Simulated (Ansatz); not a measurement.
Consider the ligand exchange at the Si–O bond: `CO[SiH2]CN` + H₂S → `NC[SiH2]S` + CH₃OH.

Calculated with Ansatz (gas phase, PBE0-D4/def2-TZVP geometries, no zero-point term in ΔE). CCSD(T)/CBS adds triple-zeta CCSD(T) − MP2 to the extrapolated MP2 energy (def2 sets, frozen cores). This one scheme is used for every species. Functionals use def2-TZVPP. Each species was taken in one conformer, which may not be the lowest.

`CO[SiH2]CN`:

Z-matrix (Å, degrees):
```
C
O 1 1.411
H 1 1.094 2 111.4
H 1 1.091 2 108.1 3 120.1
H 1 1.097 2 111.1 3 -121.0
Si 2 1.640 1 123.7 3 61.4
C 6 1.877 2 113.1 1 -67.5
H 6 1.496 2 109.9 1 52.6
H 6 1.484 2 106.1 1 171.8
N 7 1.461 6 110.4 2 68.5
H 7 1.096 6 106.9 2 -49.7
H 7 1.103 6 109.2 2 -164.2
H 10 1.012 7 111.4 6 -179.2
H 10 1.012 7 110.7 6 62.0
```

H₂S:

Cartesian coordinates in Å:
```
S -0.152 -0.451 0.396
H 0.424 0.752 0.535
H -0.273 -0.301 -0.931
```

`NC[SiH2]S`:

```xyz
11

N    -1.445    0.217   -1.086
C    -0.092    0.511   -0.628
Si    0.139   -0.263    1.070
S     2.154   -0.086    1.775
H    -1.664    0.711   -1.943
H    -1.561   -0.771   -1.270
H     0.016    1.593   -0.501
H     0.715    0.197   -1.308
H    -0.266   -1.694    0.997
H    -0.677    0.433    2.094
H     2.681   -0.848    0.802
```

CH₃OH:

Z-matrix (Å, degrees):
```
C
O 1 1.409
H 1 1.097 2 112.4
H 1 1.090 2 107.0 3 -118.5
H 1 1.097 2 112.4 3 123.0
H 2 0.959 1 108.5 3 -61.6
```

CCSD(T)/CBS gives +33.9 kJ/mol.

Problem. Another level gave +36.1 kJ/mol. Which?
A. HF/def2-TZVPP
B. PBE0-D4/def2-TZVPP
C. r2SCAN/def2-TZVPP
D. ωB97M-V/def2-TZVPP

Solution. D. ωB97M-V 36.1, PBE0-D4 25.2, r2SCAN 31.0, HF/def2-TZVPP 44.6 kJ/mol.

Largest T1 diagnostic among the species: 0.010.

In def2-TZVPP, CCSD(T) changes the Hartree–Fock value by −7.0 kJ/mol (the triples alone add −1.6 kJ/mol) and MP2 by −9.2 kJ/mol.
